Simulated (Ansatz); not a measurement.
Process, species as SMILES: Cl[Si]Cl (closed-shell singlet) → 2 Cl atom + Si atom
B3LYP-D3(BJ)/def2-TZVP geometries, fixed; electronic energies without zero-point terms.

Basis-set convergence of the atomisation energy at CCSD(T) with Ansatz (a quantum-chemistry and plane-wave program). All functions are spherical. Cores are frozen. A restricted Hartree-Fock determinant is unstable towards unrestricted orbitals. Open shells are unrestricted. No added dispersion term, no relativity. Functions are those of the species that has most. Reference: Hartree-Fock in aug-cc-pV(Q+d)Z plus the correlation part extrapolated as X^-3 from aug-cc-pV(T+d)Z and aug-cc-pV(Q+d)Z, 208.88 kcal/mol, itself unsure by roughly 1.46 kcal/mol (a third of the extrapolation step and of the last Hartree-Fock step). Deviations are taken from unrounded values. Cost is core time over that of aug-pcseg-1, rough, on shared machines of one kind; a dash marks a row that isn't timed (too short, read off another run, short of memory, by another algorithm or on other hardware).

```json
[
 {"basis": "STO-3G", "functions": "27", "atomisation energy (kcal/mol)": "209.69", "minus reference (kcal/mol)": "0.82", "cost": "-"},
 {"basis": "pcseg-0", "functions": "39", "atomisation energy (kcal/mol)": "129.44", "minus reference (kcal/mol)": "-79.43", "cost": "-"},
 {"basis": "def2-SVP", "functions": "54", "atomisation energy (kcal/mol)": "181.70", "minus reference (kcal/mol)": "-27.18", "cost": "-"},
 {"basis": "aug-pcseg-1", "functions": "81", "atomisation energy (kcal/mol)": "186.06", "minus reference (kcal/mol)": "-22.81", "cost": "1×"},
 {"basis": "def2-TZVP", "functions": "111", "atomisation energy (kcal/mol)": "196.68", "minus reference (kcal/mol)": "-12.20", "cost": "1×"},
 {"basis": "pcseg-3", "functions": "192", "atomisation energy (kcal/mol)": "203.41", "minus reference (kcal/mol)": "-5.47", "cost": "6×"},
 {"basis": "def2-QZVPP", "functions": "210", "atomisation energy (kcal/mol)": "203.73", "minus reference (kcal/mol)": "-5.15", "cost": "8×"},
 {"basis": "def2-QZVPPD", "functions": "234", "atomisation energy (kcal/mol)": "203.88", "minus reference (kcal/mol)": "-5.00", "cost": "10×"},
 {"basis": "aug-pcseg-3", "functions": "267", "atomisation energy (kcal/mol)": "204.25", "minus reference (kcal/mol)": "-4.63", "cost": "20×"}
]
```
